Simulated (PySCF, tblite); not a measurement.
Isomers of C6H8NPSi, one GFN2-xTB conformer each. Single-point energies are computed at PBE0/pcSseg-1 (PySCF, gas phase, no added dispersion term), electronic only.

```csv
SMILES,GFN2-xTB relative energy (kJ/mol)
C#Cc1cpc([SiH3])n1C,22.4
[SiH3]/C=P/c1cccnc1,0.0
```

Conformers: `[SiH3:1]/[CH:2]=[P:3]/[c:4]1[cH:5][cH:6][cH:7][n:8][cH:9]1` with C2–P3–C4–C5 -134°.

Task: What does PBE0/pcSseg-1 give for the same structures?

Result: 
| SMILES | PBE0/pcSseg-1 E (Eh) | PBE0/pcSseg-1 (kJ/mol) | GFN2-xTB (kJ/mol) | point group |
| --- | --- | --- | --- | --- |
| [SiH3]/C=P/c1cccnc1 | -918.35182 | 0.0 | 0.0 | C1 |
| C#Cc1cpc([SiH3])n1C | -918.31470 | 97.5 | 22.4 | – |

Both levels put the same isomer lowest. As drawn, the higher has a C≡C bond, which the lower lacks.

Task: Which frontier levels, dipoles and rotational constants go with these structures?

Result: 
```json
{"SMILES": "[SiH3]/C=P/c1cccnc1", "HOMO (eV, PBE0/pcSseg-1)": "-7.34", "LUMO (eV)": "-2.25", "dipole (D)": "1.62", "A, B, C (MHz)": "3602, 534.2, 487.4"}
{"SMILES": "C#Cc1cpc([SiH3])n1C", "HOMO (eV, PBE0/pcSseg-1)": "-6.37", "LUMO (eV)": "-0.95", "dipole (D)": "3.14", "A, B, C (MHz)": "2087, 888.9, 630.2"}
```

Task: What happens when harmonic zero-point energies from GFN2-xTB frequencies are added?

Result: 
| SMILES | ZPE (kJ/mol) | electronic (kJ/mol) | with ZPE (kJ/mol) |
| --- | --- | --- | --- |
| [SiH3]/C=P/c1cccnc1 | 303.5 | 0.0 | 0.0 |
| C#Cc1cpc([SiH3])n1C | 302.0 | 97.5 | 95.9 |

The zero-point energies span 1.5 kJ/mol. The order is unchanged.
